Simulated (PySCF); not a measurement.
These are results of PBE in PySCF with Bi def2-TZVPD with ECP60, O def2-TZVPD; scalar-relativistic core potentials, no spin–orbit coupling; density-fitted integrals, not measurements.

```xyz
3
charge -1 multiplicity 1, angstrom
Bi    0.0000    0.0000   -0.1514
O     1.6109    0.0000    1.0088
O    -1.6109    0.0000    1.0088
```

[BiO2]- (singlet), along the line from Bi1 (at 0) through O2 (at 1.985 Å). Core electrons replaced by a potential are absent, the electrostatic potential uses the reduced nuclear charge, and values within about 0.7 Å of such atoms have no physical meaning.

Task: Tabulate the fields along this line at 0.89, 0.99, 1.09, 1.19, 1.29, 1.39, 1.49, 1.59, 1.69, 1.79, 1.89, 2.08, 2.18, 2.28, 2.38, 2.48, 2.58, 2.68, 2.78, 2.88, 2.98, 3.08, 3.18 Å.

Result: 
```
distance (Å)  electron density (e/Å³)  electron localisation function  electrostatic potential (V)
        0.89                     1.29                           0.231                         24.2
        0.99                    0.984                           0.225                         15.7
        1.09                    0.941                           0.321                         10.7
        1.19                     1.09                           0.514                         8.58
        1.29                     1.44                           0.691                         9.89
        1.39                     2.06                           0.772                           16
        1.49                     3.01                           0.773                         30.1
        1.59                     4.36                            0.67                         58.9
        1.69                     6.03                           0.301                          118
        1.79                       12                           0.102                          255
        1.89                      114                           0.973                          721
        2.08                      112                           0.968                          720
        2.18                     12.4                           0.105                          253
        2.28                     6.47                            0.38                          115
        2.38                     4.51                            0.75                         54.9
        2.48                     2.92                           0.838                         25.3
        2.58                     1.81                           0.851                         9.94
        2.68                     1.09                           0.838                         1.79
        2.78                    0.656                           0.806                        -2.58
        2.88                    0.399                           0.757                        -4.91
        2.98                    0.248                           0.689                         -6.1
        3.08                    0.157                           0.608                        -6.66
        3.18                    0.101                           0.518                        -6.86
```

On a grid of 0.10 Å the density has a local minimum along the bond near 1.09 Å from Bi, at 0.94 e/Å³, where the ELF is 0.32.

The lowest empty level of this anion is unbound, so it and the gap depend on the basis. With an element this heavy the missing spin–orbit coupling can shift these numbers.
